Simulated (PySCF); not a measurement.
SMILES [CH2](C)[AlH][CH2]C (C₄H₁₁Al) (GFN2-xTB optimised geometry):

```
16

Al    -0.681     0.831     0.000
H     -1.331     2.243     0.000
C      1.324     0.831     0.000
C      1.762     2.306    -0.064
H      1.770     0.290    -0.847
H      1.768     0.367     0.893
H      1.355     2.861     0.783
H      1.380     2.777    -0.972
H      2.847     2.410    -0.054
C     -1.913    -0.752     0.013
C     -1.281    -1.993     0.670
H     -2.234    -1.029    -1.003
H     -2.847    -0.504     0.541
H     -1.071    -1.806     1.723
H     -0.337    -2.246     0.186
H     -1.938    -2.861     0.603
```

Level of theory: B3LYP/def2-TZVP (PySCF).

What are the frontier orbital energies and the dipole moment?

HOMO-2 -9.29 eV, HOMO-1 -7.45 eV, HOMO -6.92 eV, LUMO -1.23 eV, LUMO+1 0.16 eV; dipole moment 0.64 D.

On the same geometry PBE/def2-TZVP (PySCF) gives HOMO-2 -8.06 eV, HOMO-1 -6.37 eV, HOMO -5.90 eV, LUMO -1.78 eV, LUMO+1 -0.31 eV; dipole moment 0.68 D.

Meta-Löwdin charges at B3LYP/def2-TZVP: Al1 0.71, H2 -0.17, C3 -0.48, C4 -0.31, H5 0.11, H6 0.11, H7 0.10, H8 0.10, H9 0.10, C10 -0.48, C11 -0.31, H12 0.11, H13 0.11, H14 0.10, H15 0.10, H16 0.11.
